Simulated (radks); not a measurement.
Question: Isoelectronic series with 3 electrons, all held in the configuration [He] 2s1, which need not be the ground one along the series. Calculated with a radial shooting solver on a logarithmic mesh with Libxc functionals: Dirac Kohn-Sham, PBE, spin-unpolarised, spherical densities, finite nucleus; Fermi nuclear charge, rms radius of each element as measured or else 0.836 A^(1/3) + 0.57 fm. Total energies (hartree) and orbital eigenvalues (eV):

ion,E (hartree),2s1/2,1s1/2
Li,-7.45220,-2.8742,-51.8544
Be+,-14.28190,-13.7004,-117.7875
B2+,-23.36689,-31.4751,-211.1734
N4+,-48.30321,-87.5722,-479.8888
O5+,-64.15805,-125.8733,-655.2104
F6+,-82.27396,-171.0132,-857.8672
Ne7+,-102.65393,-222.9998,-1087.889
Mg9+,-150.22008,-347.5556,-1630.180
Al10+,-177.41422,-420.1505,-1942.535

Estimate the row of C3+.

Answer: E (hartree) -34.70685; 2s1/2 -56.1054; 1s1/2 -331.8799.
